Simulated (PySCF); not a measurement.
Write Cartesian coordinates for `C#C[SiH](N)N` as optimised with PBE0-D3(BJ)/def2-SVP.

```xyz
11
C2H6N2Si angstrom
C      1.976    1.777    0.158
C      1.077    0.989   -0.076
Si    -0.259   -0.237   -0.447
N      0.006   -1.845    0.103
N     -1.635    0.387    0.374
H      2.772    2.471    0.363
H     -0.315   -0.354   -1.937
H      0.146   -2.022    1.091
H      0.535   -2.493   -0.470
H     -1.738    1.385    0.509
H     -2.529   -0.086    0.315
```

Orientation and origin are arbitrary. Atoms count from 1 in this order. Si3 (SiH silicon) is distorted tetrahedral (angles from 104.0° to 118.3°). N4 (silicon-bound nitrogen) has angles 119.8°, 119.7° and 111.6°, sum 351.1°, 0.21 Å off the plane of its three neighbours.

Bonds between heavy atoms (Å): C1≡C2 1.218, C2–Si3 1.852, Si3–N4 1.720, Si3–N5 1.719.

The calculation used PBE0-D3(BJ)/def2-SVP geometry optimisation, gas phase in PySCF 2.14.0.

Point group: C1 (no symmetry element, even within 0.4 Å). Stationary, but not proved a minimum. The numbers are those of one conformer (C2–Si3–N4–H 59° and -85°, C2–Si3–N5–H 30° and 178°).
